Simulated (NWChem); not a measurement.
TiH$_{2}$O$_{2}$Cl$_{2}$; SMILES [OH][Ti]([OH])([Cl])[Cl]

```xyz
7

Ti    -0.3056     0.0016     0.0000
Cl     0.9370     1.8339     0.0000
Cl     0.9590    -1.8158     0.0000
O     -1.3197    -0.0102    -1.4364
H     -2.1969    -0.0896    -1.8447
O     -1.3197    -0.0102     1.4364
H     -2.1969    -0.0896     1.8447
```
Atoms are numbered in this order, from 1.

Program: NWChem. Pople sets run with spherical d functions. The geometry was optimised at PBE-D3(BJ)/def2-SVP. Not confirmed as a minimum by frequencies. Total energies compare along this basis series because the functional is fixed.

| level | basis functions | energy (Ha) | highest occupied level (eV) | orbital gap (eV) | dipole (D) |
|---|---|---|---|---|---|
| PBE0/STO-3G | 48 | -1900.4543 | -6.37 | 9.18 | 5.89 |
| PBE0/3-21G | 75 | -1911.7156 | -8.81 | 6.21 | 6.69 |
| PBE0/6-31G* | 102 | -1920.9804 | -8.80 | 6.19 | 5.40 |
